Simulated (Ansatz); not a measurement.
A nudged elastic band was laid between two geometries of H₅O₂Si₂ (9 atoms, charge 1, multiplicity 1).

These are results of Ansatz 0.2.0, RHF/def2-SVP, not measurements.

```
movable images  : 9
climbing image  : yes
spring          : 5.0 eV/Å²
optimiser       : quadratic models (default)
start path      : through a guess of the saddle point
force threshold : 0.05 eV/Å
iteration limit : 43
end points      : relaxed
```

First end point:

```xyz
9
Properties=species:S:1:pos:R:3
O -1.493 0.824 0.364
Si 0.028 1.256 -0.014
O 0.740 -0.303 -0.197
Si 0.677 -1.855 -0.159
H -2.222 1.401 0.538
H 0.768 1.898 1.071
H 0.174 1.908 -1.313
H 1.870 -2.593 -0.542
H -0.542 -2.536 0.252
```

Last end point:

```xyz
9
Properties=species:S:1:pos:R:3
O -1.209 1.600 -0.213
Si 0.796 1.273 -0.243
O 0.575 -0.523 -0.074
Si 0.752 -2.053 -0.099
H -1.715 1.776 0.575
H 0.774 1.489 1.242
H -1.638 2.002 -0.962
H 2.059 -2.652 0.141
H -0.393 -2.912 -0.367
```

Question: What changes between the two ends?

Answer: Bonds broken: Si2–H7. Bonds formed: O1–H7.

Question: What energy profile does the band end with?

Answer: It converged. The highest image is number 6 of 0 to 10, 412.6 kJ/mol above the first end and 212.5 kJ/mol above the last; the last end lies 200.1 kJ/mol above the first. Neighbouring images differ by up to 1.7 eV, so the band resolves the path poorly. A vibrational analysis at the climbing image gives one clearly imaginary mode, 2108i cm⁻¹: a first-order saddle point. The orbitals stay closed-shell, which can raise the energy where a bond breaks towards radicals; this wasn't checked here. Limits of this set-up: the dipole of an ion depends on the origin.

```csv
image,path coordinate (Å),energy (kJ/mol),Si2–H7 (Å),O1–H7 (Å)
0,0.00,0.0,1.46,2.60
1,0.34,0.2,1.46,2.60
2,0.67,1.8,1.46,2.57
3,1.01,29.2,1.46,2.34
4,1.34,123.7,1.47,2.00
5,1.68,290.8,1.51,1.64
6,2.01,412.6,1.62,1.29
7,2.42,281.2,1.94,0.99
8,2.82,211.8,2.39,0.95
9,3.23,200.7,2.63,0.95
10,3.63,200.1,2.64,0.95
```

Question: What is the geometry of the highest image?

Answer: 
```xyz
9
Properties=species:S:1:pos:R:3
O -1.441 1.348 -0.090
Si 0.345 1.255 -0.120
O 0.626 -0.470 -0.030
Si 0.772 -2.007 -0.117
H -2.030 1.775 0.531
H 0.846 1.654 1.208
H -0.806 1.887 -1.069
H 2.087 -2.583 -0.351
H -0.399 -2.858 0.038
```

The band took 15 iterations and about 4 core-minutes.

The run took 4.5 min on 1 thread of Intel(R) Xeon(R) Platinum 8488C (Sapphire Rapids) (shared host), peak memory 0.18 GiB.
